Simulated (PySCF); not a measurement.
Computed IR spectrum (relative IR intensity) of a molecule C3H4Cl2OSi. Coordinates come from a B3LYP-D3(BJ)/def2-SVP optimisation. The values are those of a single conformer. Calculation: B3LYP-D3(BJ)/def2-SVP in PySCF. Frequencies are harmonic and unscaled.

ν (cm⁻¹): 267 (w), 280 (vw), 358 (w), 373 (w), 476 (w), 627 (vs), 687 (s), 750 (w), 757 (w), 820 (m), 1147 (vs), 1209 (m), 1474 (vw), 2159 (m), 3010 (m), 3088 (w), 3130 (w), 3455 (m) (against the strongest line: vs over 80 %, s over 45 %, m over 15 %, w over 4 %, vw less)

Problem. Which structure fits?
A. O[Si@@]1(Cl)C=C(Cl)C1
B. [SiH3]OC=C=C(Cl)Cl
C. Cl[SiH](Cl)C1=COC1
D. C#C[Si](Cl)(Cl)OC

Solution. D, C#C[Si](Cl)(Cl)OC
